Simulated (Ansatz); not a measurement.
A calculation with Ansatz (development build ahead of 0.2.0).

```yaml
crystal:
  periodic: [false, false, false]
  atoms:
    - { symbol: Be, position_ang: [0.0, 0.0, 0.0] }
basis:
  gaussian: { orbitals: cc-pVDZ }
hamiltonian:
  xc: hf
correlation:
  method: mp2
  frozen_orbitals: { Be: 0 }
```

The input is written out in the form of the current development build from the run's settings.

Results

```json
{
 "Converged": "yes",
 "Reference energy": "-14.57234 hartree",
 "Correlation energy": "-0.02633 hartree",
 "Total energy": "-14.59867 hartree"
}
```
